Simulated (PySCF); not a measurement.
Molecule: `C(=O)([O-])C1=CN=CS1`, [C4H2NO2S]-.

Geometry (Å), atoms numbered from 1 in this order:
```xyz
10

O    -2.547    0.833    0.378
C    -2.000   -0.210    0.008
O    -2.468   -1.298   -0.335
C    -0.447   -0.117   -0.024
C     0.361    0.933    0.297
N     1.700    0.733    0.175
C     1.941   -0.461   -0.236
S     0.540   -1.451   -0.512
H    -0.001    1.888    0.632
H     2.929   -0.846   -0.406
```

Total charge -1.

Frames of a GFN2-xTB Langevin trajectory at 300 K; GIAO PBE0/pcSseg-1 shieldings in PySCF 2.14.0 with density-fitted response routines, gas phase, non-relativistic; equivalent atoms averaged within each frame.

References, each an isolated molecule treated in the same way: H2O for ¹⁷O (σ = 336.08 ppm); TMS for ¹³C (σ = 186.93 ppm), ¹H (σ = 31.72 ppm); ¹⁵N (σ = 267.73 ppm) against NH3; ³³S (σ = 503.73 ppm) vs CS2. The references are static minima.

Question: How do the shifts (ppm) fluctuate along the trajectory?

Answer: 
```csv
time (fs),O1/O3,C4,C2,C7,C5,N6,S8,H10,H9
250,342.6,162.5,159.8,156.4,156.3,376.4,270,7.59,7.29
425,331.8,164.7,159.0,144.6,141.9,348.7,266,7.42,7.60
625,360.6,176.3,165.0,157.9,133.2,359.9,329,7.96,6.75
800,362.2,158.6,165.8,149.9,151.3,356.4,255,7.79,8.60
1000,361.5,168.3,164.7,157.4,143.6,367.6,264,7.70,7.75
mean of frames,351.8,166.1,162.9,153.2,145.3,361.8,277,7.69,7.60
standard deviation,13.8,6.7,3.2,5.8,8.9,10.6,29,0.20,0.68
```

5 frames give an uncertainty of the mean of about the standard deviation over 2.2 at best, since frames this close in time may not be independent; classical motion lacks zero-point vibration, and the reference would need the same averaging.
